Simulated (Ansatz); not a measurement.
Name a neutral molecule of B, Cl, S and H with size of the dipole moment (B3LYP/def2-TZVPP) between 1.15 and 1.45 D and HOMO–LUMO gap (B3LYP/def2-TZVPP) between 5.80 and 6.10 eV (Ansatz, PBE0-D4/def2-TZVP geometry).

`SBBCl` (1.44 D, 5.85 eV). Other molecules can fit too; these were computed, each in one conformer that needn't be the lowest.

B3LYP here is the variant with VWN-RPA as its local correlation; programs differ in this.
